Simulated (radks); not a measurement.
Results of a calculation; reference values are marked as such.
Problem. Cd43+, configuration [He] 2s2 2p1. Code: a radial shooting solver on a logarithmic mesh with Libxc functionals. Model: non-relativistic Kohn-Sham, LDA (Slater exchange, Perdew-Wang correlation), spin-unpolarised, spherical densities, point nucleus; relativity is left out, which matters for an element this heavy. Some entries of the table are withheld. Estimate them.

| orbital | occ. | eigenvalue (eV) | <r> (bohr) |
|---|---|---|---|
| 1s | 2 | (1) | (2) |
| 2s | 2 | (3) | (4) |
| 2p | 1 | (5) | (6) |

Solution. 
(1) 1s eigenvalue (eV): -29386.76
(2) 1s <r> (bohr): 0.03161
(3) 2s eigenvalue (eV): -6869.004
(4) 2s <r> (bohr): 0.1299
(5) 2p eigenvalue (eV): -6746.777
(6) 2p <r> (bohr): 0.1096
